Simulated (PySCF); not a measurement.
Bonds (- single, = double, # triple, : aromatic): C1-O2 1.394 Å, O2-C3 1.406 Å, C3-Si4 1.892 Å, Si4-N5 1.732 Å. C1 carries H6, H7, H8; C3 carries H9, H10; Si4 carries H11, H12; N5 carries H13, H14.

Geometry: PBE0-D3(BJ)/def2-SVP; GIAO absolute shieldings from PySCF 2.14, gas phase, non-relativistic, averaged over equivalent atoms.

At CAM-B3LYP/pcSseg-1 (137 basis functions, 13 s wall time on 1 thread of an Arm Neoverse V2, shared host):
```tsv
atoms	σ (ppm)
C1	118.1
C3	118.2
O2	338.1
Si4	380.0
N5	263.8
H11/H12	26.74
H6/H7/H8	27.99
H9/H10	28.34
H13/H14	31.25
```

Question: Estimate the result of repeating the calculation with HF/pcSseg-1.

Answer: 
| atoms | σ at HF/pcSseg-1 | change |
| --- | --- | --- |
| C1 | 133.1 | +15.0 |
| C3 | 135.3 | +17.1 |
| O2 | 363.1 | +25.0 |
| Si4 | 427.4 | +47.4 |
| N5 | 269.1 | +5.3 |
| H11/H12 | 27.48 | +0.74 |
| H6/H7/H8 | 28.55 | +0.56 |
| H9/H10 | 29.01 | +0.67 |
| H13/H14 | 31.31 | +0.06 |

The largest change is at Si4 (silicon bonded to C, N, 2 H). Cost: 137 basis functions, 5.2 s wall time on 1 thread of an Arm Neoverse V1, shared host.
